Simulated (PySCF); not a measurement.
Cl4H2Si2, SMILES [Si](Cl)(Cl)(Cl)[SiH2]Cl. Atoms are numbered in the order given.

```xyz
8

Si     1.2132     1.3540     0.0000
Cl    -0.1834     2.8758     0.0000
Si     0.0066    -0.6177     0.0000
Cl    -1.1782    -0.7189     1.6647
Cl    -1.1782    -0.7189    -1.6647
Cl     1.2938    -2.2142     0.0000
H      2.0525     1.4443     1.2218
H      2.0525     1.4443    -1.2218
```
Charge 0, spin multiplicity 1.

Coordinates come from a ωB97X-D3(BJ)/def2-SVP optimisation. The values are those of a single conformer.

Level of theory: PBE/pcSseg-1 in PySCF.

GIAO shieldings, no solvent; atoms listed in one row are averaged. δ = σ(ref) − σ: ²⁹Si against TMS (σ = 335.4 ppm); ³⁵Cl against HCl (σ = 936.5 ppm); ¹H against TMS (σ = 31.49 ppm), references at their B3LYP-D3(BJ)/def2-TZVP geometries, non-relativistic (without spin–orbit terms, shifts of atoms bonded to Cl or Br come out too high).

Computed chemical shifts:
```
nucleus     atoms  count  δ (ppm)
-------  --------  -----  -------
²⁹Si          Si3      1     35.9
²⁹Si          Si1      1    -28.0
³⁵Cl     Cl4, Cl5      2    181.4
³⁵Cl          Cl6      1    180.2
³⁵Cl          Cl2      1    -85.0
¹H         H7, H8      2     5.44
```
